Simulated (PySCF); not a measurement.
Gas-phase reaction: 5 GeH3F ⇌ GeHF3 + 2 Ge2H6 + 2 HF. Level: ωB97M-V/def2-TZVP†; standard pressure 1 bar.

Computed with PySCF and rigid-rotor harmonic-oscillator thermochemistry at 1 bar. † marks an energy on the PBE0/def2-TZVP geometry and frequencies. All species are closed-shell singlets. Ge: all electrons, no relativistic terms. GeHF3: computed as isolated molecules; such fragments, hydroxides, amides, oligomers or adducts are transient or little studied in the gas. The harmonic model lacks anharmonicity and excited electronic states, which grow with temperature; levels with a mode under 35 cm⁻¹ are left out. Internal rotation in Ge2H6 is treated as a harmonic vibration of one conformer, which makes the entropy rough.

| T (K) | 1000/T (1/K) | log10 K |
|---|---|---|
| 500 | 2.0000 | -4.42 |
| 600 | 1.6667 | -3.67 |
| 800 | 1.2500 | ? |
| 1000 | 1.0000 | -2.03 |
| 1200 | 0.8333 | -1.59 |
| 1400 | 0.7143 | -1.27 |

**Question.** Fit log10 K = a + b·(1000/T) to the five rows, get the mean ΔH° and ΔS°, and predict log10 K at 800 K.

**Answer.** Means: 1000/T = 1.2429, log10 K = -2.596. Sums of products about the means: Sxy = -3.08657, Sxx = 1.258997, so b = Sxy/Sxx = -2.45 and a = -2.596 − (-2.45)×1.2429 = 0.45.
ΔH° = −R ln 10 × 1000 K × b = −19.145 × (-2.45) = 47 kJ; ΔS° = R ln 10 × a = 9 J/K. The run's own values go from 42 kJ and 0 J/K at 500 K to 52 kJ and 13 J/K at 1400 K.
Prediction at 800 K: 0.45 + (-2.45)×1.2500 = -2.61. The computed value is -2.67, 0.06 from the line.
For scale, ΔH°(298 K) is 35 kJ at this level, 47 kJ at ωB97X-V/def2-TZVP†, and runs from -9 to 104 kJ over the 19 levels computed.
